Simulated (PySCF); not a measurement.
Partial charges of `CC(=S)C1C[SiH2]C1`

Compound: C₅H₁₀SSi.
Cartesian coordinates in Å at the PBE0-D3(BJ)/def2-SVP level; atoms count from 1:
```xyz
17
C5H10SSi angstrom
C     -2.3919   -0.4590    0.4360
C     -1.2170   -0.6766   -0.4668
S     -1.1741   -1.8764   -1.5651
C     -0.0738    0.2806   -0.2470
C      1.0682    0.3263   -1.2868
Si     2.2491    0.6556    0.1510
C      0.7343   -0.0402    1.0602
H     -3.1266   -1.2674    0.3424
H     -2.0635   -0.3732    1.4851
H     -2.8771    0.4988    0.1796
H     -0.5076    1.2908   -0.1299
H      1.2113   -0.6814   -1.7114
H      0.9324    1.0351   -2.1146
H      3.5529   -0.0698    0.2389
H      2.4799    2.1059    0.4347
H      0.3556    0.4032    1.9911
H      0.8229   -1.1313    1.1905
```

Density: PBE0/pcSseg-1 (PySCF); schemes: Mulliken, IAO, Hirshfeld and ESP-fitted. Isolated species at its PBE0-D3(BJ)/def2-SVP geometry (one conformer only).

**Question.** For which atoms does the sign change between the 4 schemes (beyond +0.03 e in one, beyond −0.03 e in another)?

**Answer.** C2 and C4.

**Question.** At which atom do the 4 schemes differ most?

**Answer.** At C4: from -0.284 (Mulliken) to +0.285 e (ESP-fitted), 0.569 e apart.

**Question.** Tabulate the Mulliken, IAO, Hirshfeld and ESP-fitted charges.

**Answer.** In e:

```csv
atom,environment,Mulliken,IAO,Hirshfeld,ESP-fitted
C1,methyl carbon,-0.167,-0.426,-0.118,-0.369
C2,thiocarbonyl carbon,-0.289,-0.016,+0.061,+0.073
S3,thiocarbonyl sulfur,-0.057,-0.094,-0.112,-0.208
C4,four-membered-ring carbon,-0.284,-0.116,-0.028,+0.285
C5,sp3 carbon bound to silicon,-0.399,-0.544,-0.171,-0.453
Si6,SiH2 silicon,+0.626,+0.749,+0.344,+0.527
C7,sp3 carbon bound to silicon,-0.444,-0.537,-0.157,-0.588
H8,methyl hydrogen,+0.140,+0.164,+0.045,+0.106
H9,methyl hydrogen,+0.136,+0.155,+0.052,+0.136
H10,methyl hydrogen,+0.143,+0.160,+0.055,+0.136
H11,methine hydrogen,+0.144,+0.140,+0.046,+0.043
H12,methylene hydrogen,+0.163,+0.159,+0.024,+0.101
H13,methylene hydrogen,+0.147,+0.148,+0.039,+0.110
H14,Si–H hydrogen,-0.081,-0.115,-0.076,-0.112
H15,Si–H hydrogen,-0.081,-0.120,-0.080,-0.126
H16,methylene hydrogen,+0.150,+0.144,+0.039,+0.150
H17,methylene hydrogen,+0.151,+0.149,+0.038,+0.188
```

Mean size of the charges over all atoms: IAO 0.232 e, ESP-fitted 0.218 e, Mulliken 0.212 e, Hirshfeld 0.087 e. Each set sums to the total charge, 0, to within 0.001 e. The ESP scheme is a least-squares fit of atom-centred charges to the potential on four shells outside the van der Waals surface, with the total charge fixed.

**Question.** How many electrons does the ESP-fitted scheme count on S3?

**Answer.** Z − q = 16 − (-0.208) = 16.208.

**Question.** Sum the charges by element, for elements with more than one atom.

**Answer.** 
```tsv
element	atoms	Mulliken	IAO	Hirshfeld	ESP-fitted
C	5	-1.582	-1.639	-0.413	-1.051
H	10	+1.014	+0.983	+0.182	+0.733
```

**Question.** How closely do the schemes follow one another over all atoms?

**Answer.** Correlation coefficient and root-mean-square difference: IAO with Hirshfeld 0.95, 0.197 e; Mulliken with IAO 0.93, 0.114 e; IAO with ESP-fitted 0.91, 0.125 e; Hirshfeld with ESP-fitted 0.88, 0.178 e; Mulliken with Hirshfeld 0.85, 0.171 e; Mulliken with ESP-fitted 0.76, 0.184 e.
